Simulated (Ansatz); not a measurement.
C3H8Si, SMILES `CCC=[SiH2]` (C–C–C–Si torsion 118°) (charge 0, multiplicity 1).

Level of theory: frozen-core CCSD(T)/6-31g // PBE0-D3(BJ)/def2-TZVP run with Ansatz (an electronic-structure program).

Ansatz 0.2 input:
```yaml
crystal:
  periodic: [false, false, false]
  atoms:
    - { symbol: C, position_ang: [-1.673963, -0.058542, 0.228312] }
    - { symbol: C, position_ang: [-0.5591, -0.163549, -0.80733] }
    - { symbol: C, position_ang: [0.770201, -0.4683, -0.193036] }
    - { symbol: Si, position_ang: [2.176103, 0.498227, -0.242342] }
    - { symbol: H, position_ang: [-2.638856, 0.130493, -0.249169] }
    - { symbol: H, position_ang: [-1.758397, -0.982772, 0.805876] }
    - { symbol: H, position_ang: [-1.471688, 0.753106, 0.930657] }
    - { symbol: H, position_ang: [-0.5089, 0.764766, -1.38544] }
    - { symbol: H, position_ang: [-0.816245, -0.954558, -1.523807] }
    - { symbol: H, position_ang: [0.827129, -1.400871, 0.36714] }
    - { symbol: H, position_ang: [3.433044, 0.094041, 0.421544] }
    - { symbol: H, position_ang: [2.220665, 1.787957, -0.966096] }
basis:
  gaussian: { orbitals: "6-31g" }
correlation:
  method: ccsd_t
```

Output:

```
Functional definition: HF
777 factors; integrals over basis functions are off by at most 2.2e-4 eV
mean field evaluation 1: about -11073.1318 eV, gradient 2.8e1 eV
mean field evaluation 2: about -11073.1310 eV, gradient 2.8e1 eV
mean field evaluation 4: about -11075.5553 eV, gradient 3.3e0 eV
mean field evaluation 8: about -11075.6073 eV, gradient 1.9e-4 eV
mean field evaluation 16: about -11075.5574 eV, gradient 3.3e0 eV
mean field -11075.60710773 eV, -407.0210538929 hartree, gradient 1.2e-6 eV, S^2 0.000000; 1 other end points of the search recorded, 0 dependent functions left out; unrestricted orbitals would lower it
mean field evaluation 32: about -11075.7478 eV, gradient 8.7e-2 eV
8 core orbitals not correlated
reference -11075.60710773 eV, -407.0210538929 hartree; 12, 12 occupied and 36, 36 virtual orbitals, 777 factors
second order -9.19042912 eV of doubles, -0.00000000 eV of singles
cycle   1  -10.01215465 eV  change   -8.2e-1 eV  update   8.8e-2
cycle   2  -10.48859484 eV  change   -4.8e-1 eV  update   3.6e-2
cycle   3  -10.57247285 eV  change   -8.4e-2 eV  update   1.3e-2
cycle   4  -10.57886399 eV  change   -6.4e-3 eV  update   4.5e-3
cycle   5  -10.57903821 eV  change   -1.7e-4 eV  update   1.2e-3
cycle   6  -10.57856626 eV  change    4.7e-4 eV  update   3.3e-4
cycle   7  -10.57851293 eV  change    5.3e-5 eV  update   9.3e-5
cycle   8  -10.57850809 eV  change    4.8e-6 eV  update   2.8e-5
perturbative correction -0.28104966 eV, -0.0103283844 hartree
Total energy: -11086.46666548 eV, -407.4201352793 hartree
```
